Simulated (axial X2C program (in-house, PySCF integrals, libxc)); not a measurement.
# CNdO⁻: the levels of the configuration f(δφ)2 s1 f(π)0

Calculated with an axial X2C code built on PySCF integrals: two-component X2C with atomic mean-field Coulomb and Gaunt terms, basis C dyall-v3z, Nd dyall-v3z, O dyall-v3z (cores contracted in-house). Orbitals come from Hartree–Fock averaged over the configuration Nd f(δφ)2 s1 f(π)0; CI then distributes these electrons over the f(δφ), s, f(π) shells of Nd.

C–Nd–O held linear, bonds 1.866 and 1.720 Å (the second held) (near the minimum of the configuration average).

Active spinors (ω > 0):

```csv
shell,ω,ε (eV),character
f(δφ),3/2,9.62,99% Nd f
f(δφ),5/2,9.86,100% Nd f
f(δφ),5/2,10.40,100% Nd f
f(δφ),7/2,10.59,100% Nd f
s,1/2,1.98,"82% Nd s, 12% Nd d, 3% C p"
f(π),1/2,9.39,"72% Nd f, 14% Nd d, 7% C p"
f(π),3/2,9.93,"48% Nd f, 30% Nd d, 13% C p"
```

Lowest levels of this model:

| Ω | energy (cm⁻¹) | g∥ | configuration |
| --- | --- | --- | --- |
| 7/2 | 0 | 4.15 | 100% f(δφ)2 s1 |
| 9/2 | 135 | 8.16 | 100% f(δφ)2 s1 |
| 11/2 | 2487 | 12.06 | 100% f(δφ)2 s1 |
| 9/2 | 2503 | 8.06 | 100% f(δφ)2 s1 |
| 13/2 | 4815 | 16.00 | 100% f(δφ)2 s1 |
| 1/2 | 4864 | 2.01 | 100% f(δφ)2 s1 |
| 11/2 | 4974 | 12.00 | 100% f(δφ)2 s1 |
| 3/2 | 6389 | 5.62 | 100% f(δφ)2 s1 |
| 1/2 | 6520 | 1.61 | 100% f(δφ)2 s1 |
| 3/2 | 11914 | 4.17 | 100% f(δφ)2 s1 |
| 1/2 | 11923 | 0.25 | 100% f(δφ)2 s1 |
| 1/2 | 12202 | 2.09 | 100% f(δφ)2 s1 |
| 5/2 | 12582 | 7.88 | 100% f(δφ)2 s1 |
| 3/2 | 12736 | 3.88 | 100% f(δφ)2 s1 |
| 1/2 | 13776 | 1.84 | 100% f(δφ)2 s1 |
| 1/2 | 15238 | 2.00 | 100% f(δφ)2 s1 |
| 3/2 | 19062 | 4.02 | 100% f(δφ)2 s1 |
| 9/2 | 20964 | 10.09 | 100% f(δφ)2 s1 |
| 7/2 | 20972 | 6.08 | 100% f(δφ)2 s1 |
| 13/2 | 26447 | 14.01 | 100% f(δφ)2 s1 |
| 11/2 | 26449 | 10.00 | 100% f(δφ)2 s1 |
| 11/2 | 27356 | 12.06 | 100% f(δφ)2 s1 |
| 9/2 | 27362 | 8.06 | 100% f(δφ)2 s1 |
| 3/2 | 27792 | 5.95 | 100% f(δφ)2 s1 |

g∥ is the magnitude of 2⟨Lz + ge Sz⟩ for the +Ω component.

Task: From Ω and g∥ of the lowest level, whose 2⟨Lz + ge Sz⟩ is positive, find ⟨Sz⟩ and ⟨Lz⟩ (ge = 2.0023).

Result: Ω = ⟨Lz⟩ + ⟨Sz⟩ = 7/2 and ⟨Lz⟩ + ge⟨Sz⟩ = 2.075, so ⟨Sz⟩ = -1.42 and ⟨Lz⟩ = 4.92.

Occupations of the active spinors in the lowest level by ω, shell by shell in order of energy: -7/2: 0.00; -5/2: 0.00 0.00; -3/2: 0.00 0.00; -1/2: 1.00 0.00; 1/2: 0.00 0.00; 3/2: 1.00 0.00; 5/2: 0.25 0.75; 7/2: 0.00. The leading determinant has weight 0.75 among 26.

This point took 4.2 s on 1 thread of Arm Neoverse V1, on a shared host.

There is no dynamic correlation: spin–orbit spacings and, for f shells, spacings inside one term are the most reliable numbers, splittings between terms come out too wide, and energies between configurations are not reliable, so the lowest level need not be the ground state of the molecule. At most 6 roots were kept for each Ω > 0 (twice that for Ω = 0) within 3.5 eV of the lowest, so higher up levels can be missing between those listed; levels with Ω > 0 are doubly degenerate and listed once, Ω = 0 levels singly. Some active spinors are only partly of the character that their shell is named for, so the shell names and counts are nominal. States that fill the shells left empty in the average are placed too high. For an anion, levels above electron detachment are held by the basis set. Along the bond the averaged SCF switches between close solutions, so this one may not be the lowest. The molecule was held linear; bending was not examined.
